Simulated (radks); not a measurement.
The numbers below are computed, except where a source is named.
Spherical quantum dot in the effective-mass picture: electrons in a well V = -V0 / (1 + exp((r - R)/a)) with V0 = 7.18, R = 3.85, a = 0.4, all in effective atomic units (hartree* = m*/eps^2 hartree, bohr* = eps/m* bohr), one dielectric constant everywhere. Level of theory: non-relativistic Kohn-Sham, LDA (Slater exchange, Perdew-Wang correlation), spin-polarised, spherical densities (a radial shooting solver with Libxc functionals). Levels are named by radial order and angular momentum (1s, 1p, 1d, 2s, ...), and open shells are averaged over m. Results are scaled to m* = 0.197 and eps = 8.1, for which hartree* = 81.7 meV and bohr* = 2.176 nm.

N = 7, configuration 1s2 1p(up 3, down 2). This is the lowest configuration that the search found. Occupied and some empty levels:

level    occupation  eigenvalue (meV)  <r> (nm)
1s up             1           -342.24     4.547
1s down           1           -340.23     4.546
1p up             3           -318.30     5.100
1p down           2           -316.27     5.105
1d up             0           -284.39     5.513
1d down           0           -282.43     5.521
2s up             0           -253.61     4.243
2s down           0           -252.20     4.243
1f up             0           -242.64     5.854
1f down           0           -240.79     5.862

Energy (meV): total -3007.72, kinetic 290.31, external -3909.0, Hartree 793.58, exchange-correlation -182.62.
